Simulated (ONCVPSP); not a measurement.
**Ranking ONCV potentials for vanadium**

All share these settings but for the change named:

V, optimised norm-conserving Vanderbilt (ONCV), made with ONCVPSP 4.0.1 (PBE, scalar-relativistic). Core [Ne], reference 3s2 3p6 3d3 4s1 4p1. Waves: 3s+4s: rc 1.35 bohr, ncon 4, nbas 8, qcut 8 1/bohr, 2 projectors; 3p+4p: rc 1.55 bohr, ncon 5, nbas 9, qcut 6.9 1/bohr, 2 projectors; 3d: rc 1.70 bohr, ncon 3, nbas 7, qcut 8.7 1/bohr, 2 projectors, debl 3.5 Ha. Local part: polynomial inside 1.20 bohr (lpopt 4, dvloc0 -1 Ha). Core correction: none.

Cutoff: the first of the cutoffs (Ha) at which the residual kinetic energy of the hardest occupied pseudo-wave falls to 1 and 0.1 mHa per electron; the density cutoff is not measured.

The base gives 29 Ha.

Of 9 variants that were run, those that failed, showed a ghost or another fault, or gave nearly equal values are left out.

A variant can come out equal or close to the base.

Q: Rank these variants from softest to hardest (loose cutoff).
A. s: qcut 9.3; p: qcut 8; d: qcut 10.1
B. p: qcut 4.3
C. d: debl 4

A: C (29 Ha), A (35 Ha), B (99 Ha).
